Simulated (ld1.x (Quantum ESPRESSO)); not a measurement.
**Before and after: TM potential for beryllium (Be)**

* Element: beryllium (Be)
* Generator: ld1.x (Quantum ESPRESSO) 7.5
* Type: norm-conserving Troullier–Martins (Kleinman–Bylander form)
* Functional: PBE
* Relativity: scalar-relativistic
* Frozen core: [He]
* Valence charge: 2
* Reference configuration: 2s1 2p1
* Partial waves: 2p (bound): rc 2.60 bohr; 2s (bound): rc 2.20 bohr
* Local potential: the s channel
* Core correction: none

Change: core none, valence charge 4; reference 1s2 2s2 2p0; waves now 1s (bound): rc 0.45 bohr; 2p (bound): rc 4.15 bohr; local potential all-electron potential smoothed inside 1.15 bohr (lloc = -1).

Cutoffs: the cutoffs (Ry, on a coarse ladder) from which the occupation-weighted sum of valence levels, in a spherical-Bessel basis at the reference potential, stays within 10 and 1 mRy of its value at 400 Ry; they do not see the model core or the augmentation charge, which bear on the density cutoff. Errors are all-electron minus pseudo energies relative to the spin-unpolarised reference configuration.

Question: What does the change do?

Answer: A bound ghost appears in p, which as a rule spoils a file; the miss of the reference levels goes from 0.00 to 0.90 eV; the number of tests that count goes from 5 to 7. Several settings change at once here, so the effects cannot be laid on one of them.

| quantity | base | changed |
| --- | --- | --- |
| cutoff, loose | 10 Ry | over 300 Ry |
| cutoff, tight | 15 Ry | over 300 Ry |
| bound ghosts | none | p |
| largest miss of a reference level, eV | 0.00 | 0.90 |
| largest error over its own tests, meV | +32 | -3538 |

Changed file: These tests converged, but a pseudo level misses the all-electron one widely, so the file describes the atom poorly there or has found another state: 1s2 2s0 2p0: empty 2s by 3.1 eV; 1s2 2s1 2p1: 2s by 1.4 eV; 1s2 2s0 2p1: empty 2s by 2.6 eV (a node warning on the way); 1s1 2s2 2p0: 2s by 2.4 eV. The 2s level has no wave, so the channel is fitted at the deeper level alone: the likely source of the large errors. A true bound ghost makes a file unfit for plane-wave use even where its test errors are small: the radial tests pick states by their node count and pass the ghost by.
